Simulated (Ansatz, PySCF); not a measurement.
Zr(Cl)2(OH) (Cl₂HOZr), SMILES [Cl][Zr+]([Cl])[OH], charge +1, multiplicity 1. Atoms are numbered in the order given.

```xyz
5

Zr    -0.3104     0.2829     0.0000
Cl     0.2271    -0.9144    -1.8759
Cl     0.2271    -0.9144     1.8759
O      0.5917     1.9027     0.0000
H      1.2138     2.6489     0.0000
```
Charge +1, spin multiplicity 1.

The structure is a stationary point at B3LYP-D3(BJ)/def2-SVP. The multiplicity is an assumed one; other spin states were not compared. The isomer is the one that the SMILES or the coordinates give; other isomers of the formula were not compared. The def2 effective core potentials stand for the cores of Zr; spin–orbit coupling is left out. Other conformers were not sampled.

Two levels are set side by side: PBE-D3(BJ)/def2-SVP (Ansatz, a quantum-chemistry and plane-wave program) and B3LYP-D3(BJ)/def2-SVP (Ansatz). Each level has its own optimised geometry; the coordinates shown are those of the second. Frequencies come from the Hessian of PySCF at each geometry. Differences are taken from unrounded values.

| quantity | B3LYP-D3(BJ) |
|---|---|
| mean bond length (Å) | 1.851 |
| bond Zr1–Cl2 (Å) | 2.289 |
| bond Zr1–Cl3 (Å) | 2.289 |
| bond Zr1–O4 (Å) | 1.854 |
| bond O4–H5 (Å) | 0.971 |
| highest harmonic wavenumber (cm⁻¹) | 3806 |
| mean harmonic wavenumber (cm⁻¹) | 761 |
| zero-point energy (kcal/mol) | 9.79 |

Q: What does PBE-D3(BJ) give, and how far is it from B3LYP-D3(BJ)? (An estimate is asked for; the answer gives what the named calculation found.)

A: 
```csv
quantity,PBE-D3(BJ),PBE-D3(BJ) minus B3LYP-D3(BJ)
mean bond length (Å),1.852,0.001
bond Zr1–Cl2 (Å),2.287,-0.003
bond Zr1–Cl3 (Å),2.287,-0.003
bond Zr1–O4 (Å),1.856,0.002
bond O4–H5 (Å),0.979,0.007
highest harmonic wavenumber (cm⁻¹),3716,-90
mean harmonic wavenumber (cm⁻¹),742,-19
zero-point energy (kcal/mol),9.55,-0.25
```
